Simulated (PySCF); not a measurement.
**Cu⁺ (copper, charge +1) across methods**

[Ar] 3d10, closed-shell 1S. All numbers are calculated (PySCF 2.14, no relativity, point nucleus, in def2-QZVPPD).

```tsv
method	E (hartree)	mean ε 3s (eV)	mean ε 3p (eV)	mean ε 3d (eV)	Σ⟨r²⟩ (bohr²)	⟨S²⟩
revPBE	-1640.141	-119.50	-79.607	-13.621	19.75	0.000
LDA	-1637.468	-119.05	-79.642	-14.101	19.71	0.000
CAM-B3LYP	-1640.345	-126.76	-85.856	-17.676	19.50	0.000
UHF	-1638.72721	-144.90	-99.100	-22.043	18.54	0.000
BHandHLYP	-1640.199	-132.58	-89.799	-18.305	19.08	0.000
PW91	-1640.388	-119.55	-79.768	-13.849	19.76	0.000
PBE	-1639.989	-119.52	-79.687	-13.746	19.76	0.000
PBE0	-1640.001	-126.06	-84.716	-15.951	19.32	0.000
```

Estimate the same row for r2SCAN.

E (hartree) = -1640.215; mean ε 3s (eV) = -123.21; mean ε 3p (eV) = -81.854; mean ε 3d (eV) = -13.728; Σ⟨r²⟩ (bohr²) = 19.46; ⟨S²⟩ = 0.000.
